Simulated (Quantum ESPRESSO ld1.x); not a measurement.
The numbers below are computed, except where a source is named.
Problem. All-electron atom: Pd38+ in [He] 2s2 2p4. Code: ld1.x of Quantum ESPRESSO 7.5. Model: scalar-relativistic Kohn-Sham, LDA (Slater exchange, VWN5 correlation), spin-polarised, spherical densities, point nucleus; open shells are filled with parallel spins first. Some entries of the table are withheld. Estimate them.

orbital  occ.  eigenvalue (hartree)  <r^2> (bohr^2)
1s up       1              -987.472        0.001368
1s down     1              -986.693        0.001366
2s up       1                   (1)         0.02093
2s down     1                   (2)         0.02102
2p up       3              -207.689             (3)
2p down     1              -206.369             (4)

Solution. 
(1) 2s up eigenvalue (hartree): -218.810
(2) 2s down eigenvalue (hartree): -217.715
(3) 2p up <r^2> (bohr^2): 0.01613
(4) 2p down <r^2> (bohr^2): 0.01622
